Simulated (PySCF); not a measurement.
Calculated NMR parameters of O=[P@]12CC[C@H](CC1)C2

```yaml
Formula: C6H11OP
SMILES: O=[P@]12CC[C@H](CC1)C2
InChI: InChI=1S/C6H11OP/c7-8-3-1-6(5-8)2-4-8/h6H,1-5H2/t6-,8-
Point_group_of_the_computed_structure: Cs
Carbon_signals: 4
Proton_signals: 6
```

Bonds (- single, = double, # triple, : aromatic): O1=P2, P2-C3, C3-C4, C4-C5, C5-C6, C6-C7, C5-C8, C7-P2, C8-P2. C3 carries H9, H10; C4 carries H11, H12; C5 carries H13; C6 carries H14, H15; C7 carries H16, H17; C8 carries H18, H19. Stereochemistry as in O=[P@]12CC[C@H](CC1)C2. H14, H17 are cis to C4 on the ring; H10, H12 are cis to C6 on the ring; H15, H16 are trans to C4 on the ring; H9, H11 are trans to C6 on the ring.

Level of theory: structure optimised with GFN2-xTB, shielding tensors at PBE0/pcSseg-1 (GIAO), in PySCF 2.14.0 with density-fitted response routines (one averaged value for each set of equivalent atoms, in vacuum, one conformer, non-relativistic).

Shifts are taken against calculated references (same method and geometry level): TMS for ¹H, ¹³C; H3PO4 for ³¹P; H2O for ¹⁷O.

| carbon | δC, type | δH (multiplicity) | HMBC from (2–3 bonds) | span of the C tensor (ppm) |
| --- | --- | --- | --- | --- |
| C3/C7 | 22.8, CH2 | H9 1.49 (m); H10 1.47 (m) | H11/H15, H13, H12/H14, H9/H16, H10/H17, H18/H19 | 25 |
| C4/C6 | 31.3, CH2 | H11 1.84 (m); H12 1.69 (m) | H11/H15, H13, H12/H14, H9/H16, H10/H17, H18/H19 | 31 |
| C5 | 29.8, CH | 1.80 (m) | H11/H15, H12/H14, H9/H16, H10/H17, H18/H19 | 19 |
| C8 | 31.1, CH2 | 1.13 (m) | H11/H15, H13, H12/H14, H9/H16, H10/H17 | 6 |

Other nuclei:
```csv
atoms,nucleus,environment,δ (ppm),σ (ppm)
P2,³¹P,"phosphorus bonded to 3 C, O, in a 5-membered ring",37.6,280.8
O1,¹⁷O,P=O oxygen,92.8,243.3
```

- δC 31.3: sp3 CH2 in a ring; a saturated carbon with 2 carbon neighbours and no heteroatom attached.
- δC 31.1, 22.8: sp3 CH2 bonded to P.
- δC 29.8: sp3 CH in a ring; saturated and bonded to C and H only.
- δH 1.84, 1.69: hydrogen on an sp3 CH2 in a ring.
- δH 1.49, 1.47, 1.13: hydrogen on an sp3 CH2 bonded to P.

Splittings by ³¹P in the carbon and heteronuclear signals aren't shown, as no couplings were computed. Shifts are as computed. Against solution values, carbons near 30 ppm lie about +3 ppm off and those near 130 ppm about +5 ppm. Of 1211 compounds with measured shifts, 218 miss one by over three times the rms of a fit or turn the order of signals round; such compounds aren't used in these exercises. Experimental scales use liquid or dissolved standards, which lie at an offset from isolated H2O (liquid H2O: subtract about 36 ppm) and H3PO4. No couplings were computed; multiplicities are counted from neighbouring protons, with m where these are inequivalent, close in shift, in a saturated or five-membered ring or joined by F or P, and br s for small geminal =CH2 splittings.
